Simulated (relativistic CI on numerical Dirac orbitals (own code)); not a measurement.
## Magnetism of Au4+, 5d7, in a crystal field

Calculated by Dirac-Coulomb-Breit CI, KLI orbitals optimised for each configuration, model QED (radiative potential, 1s self-energy scaled to tabulated hydrogen-like ionisation energies), valence Slater integrals scaled by 0.65, one configuration in a parametric crystal field (own radial code).

Field parameters in Wybourne normalisation: D4h B²₀ = −7Ds, B⁴₀ = 21(Dq − Dt), B⁴₄ = 21√(5/14) Dq. The field is a parameter set, without covalency.

S is read from ⟨S²⟩ = S(S + 1).

Powder χT (cm³ K mol⁻¹) by Van Vleck's formula, with temperature-independent terms:

```tsv
Field	2 K	5 K	10 K	20 K	50 K	100 K	200 K	300 K
D4h, 10Dq = 24150, Ds = -1500, Dt = 790 cm⁻¹	0.943	0.944	0.945	0.948	0.957	0.971	1	1.03
D4h, 10Dq = 24150, Ds = 3000, Dt = 790 cm⁻¹	0.901	0.902	0.903	0.905	0.91	0.919	0.937	0.955
D4h, 10Dq = 24150, Ds = 2590, Dt = 790 cm⁻¹	0.897	0.898	0.899	0.9	0.906	0.915	0.933	0.951
D4h, 10Dq = 24150, Ds = 2180, Dt = 790 cm⁻¹	0.893	0.894	0.895	0.896	0.902	0.911	0.93	0.948
D4h, 10Dq = 24150, Ds = 1770, Dt = 790 cm⁻¹	0.89	0.89	0.891	0.893	0.899	0.908	0.927	0.946
D4h, 10Dq = 24150, Ds = 1360, Dt = 790 cm⁻¹	0.888	0.888	0.889	0.891	0.897	0.906	0.926	0.945
D4h, 10Dq = 24150, Ds = 950, Dt = 790 cm⁻¹	0.887	0.887	0.888	0.89	0.896	0.906	0.926	0.946
D4h, 10Dq = 24150, Ds = 550, Dt = 790 cm⁻¹	0.889	0.889	0.89	0.892	0.899	0.909	0.93	0.952
```

Question: For D4h, 10Dq = 24150, Ds = 3000, Dt = 790 cm⁻¹: what effective moment follows at 300 K?

Answer: μ_eff = √(8χT) = 2.76 μB. The ground level has S = 0.71; the spin-only moment for S = 1/2 is 1.73 μB. The difference comes from the orbital moment, spin-orbit mixing of terms and temperature-independent paramagnetism, all larger in this ionic model than in covalent complexes.
